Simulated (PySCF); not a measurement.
Peak assignment

Atoms are numbered as in `[NH2:1][CH2:2][C:3]#[C:4][C:5]1=[CH:6][CH2:7][SiH2:8]1`. Each H is labelled by its parent atom.

- PBE0/pcSseg-1 with gauge-including orbitals
- GFN2-xTB structure
- run in PySCF
- one computed conformer, fast rotation and ring inversion assumed for equivalent nuclei, no solvent, non-relativistic Hamiltonian

δ = σ(ref) − σ, references computed at the same level: TMS for ¹³C and ¹H.

Q: Assign these signals to the numbered atoms. ¹³C{¹H} NMR (computed): δ 163.8 (CH), 135.3 (C), 104.8 (C), 88.2 (C), 37.0 (CH2), 18.8 (CH2).

A: 
163.8 → C6, alkene CH: the olefinic region
135.3 → C5, fully substituted alkene carbon: as expected for a trigonal carbon in a double bond
104.8 → C3, alkyne carbon: sp carbons lie upfield of alkene carbons because the cylindrical π system leaves one tensor component strongly shielded
88.2 → C4, alkyne carbon
37.0 → C2, propargylic sp3 CH2 bonded to N: deshielded by the electronegative neighbour
18.8 → C7, allylic sp3 CH2 bonded to Si

Q: Assign these signals to the numbered atoms. ¹H NMR (300 MHz, computed): δ 7.18 (t, 1H), 5.02 (m, 2H), 3.71 (s, 2H), 1.92 (m, 2H), 0.84 (br s, 2H).

A: 
7.18 → H(C6), hydrogen on an alkene CH: olefinic region
5.02 → H(Si8), hydrogen on a silicon bonded to 2 C, in a 4-membered ring
3.71 → H(C2), hydrogen on a propargylic sp3 CH2 bonded to N: its carbon carries N, which withdraws density
1.92 → H(C7), hydrogen on an allylic sp3 CH2 bonded to Si: allylic position
0.84 → H(N1), hydrogen on an amine nitrogen: labile proton, position sensitive to the medium

OH and NH positions are those of a molecule without intermolecular hydrogen bonds; in solution they move with solvent, concentration and temperature, and exchange usually removes their couplings. Shifts are as computed. Against solution values, carbons near 30 ppm lie about +3 ppm off and those near 130 ppm about +5 ppm. Of 1309 compounds with measured shifts, 239 miss one by over three times the rms of a fit or turn the order of signals round; such compounds aren't used in these exercises. Multiplicities follow the n + 1 count of equivalent neighbours, as no J values were calculated; m marks all less simple cases, F and P coupling included.
